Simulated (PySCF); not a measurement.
Species: MoCl6 (singlet state).
Bonds: Mo1–Cl2, Mo1–Cl3, Mo1–Cl4, Mo1–Cl5, Mo1–Cl6, Mo1–Cl7.

The calculation used PBE0-D3(BJ)/def2-SVP geometry optimisation, gas phase, def2 core potentials past Kr in PySCF 2.14.0.

(1) How far are the bound atoms from Mo1?

(2) List the angles at Mo1.

(3) What is the shape at Mo1?

(4) What are the rotational constants (commonest isotopes, rigid rotor)?

Results:

(1) 6 atoms: Cl7 2.290 Å, Cl2 2.290 Å, Cl4 2.290 Å, Cl3 2.291 Å, Cl5 2.291 Å, Cl6 2.291 Å.

(2) 
```csv
angle,degrees,distance of the outer atoms (Å)
Cl2–Mo1–Cl3,179.4,4.58
Cl4–Mo1–Cl5,179.4,4.58
Cl6–Mo1–Cl7,179.4,4.58
Cl2–Mo1–Cl4,90.5,3.25
Cl3–Mo1–Cl7,90.4,3.25
Cl5–Mo1–Cl6,90.2,3.25
Cl3–Mo1–Cl6,90.1,3.24
Cl5–Mo1–Cl7,90.1,3.24
Cl2–Mo1–Cl5,90.1,3.24
Cl4–Mo1–Cl6,90.0,3.24
Cl3–Mo1–Cl4,90.0,3.24
Cl2–Mo1–Cl7,89.9,3.24
Cl4–Mo1–Cl7,89.6,3.23
Cl2–Mo1–Cl6,89.5,3.23
Cl3–Mo1–Cl5,89.5,3.22
```

(3) Octahedral: the three widest angles are 179.4°, 179.4° and 179.4°, the others run from 89.5° to 90.5°.

(4) A = 689.2, B = 688.7, C = 688.0 MHz: a spherical top.

Point group: Oh (every atom within 0.08 Å of its image). Charge 0, singlet. Not checked by PBE0-D3(BJ)/def2-SVP frequencies.
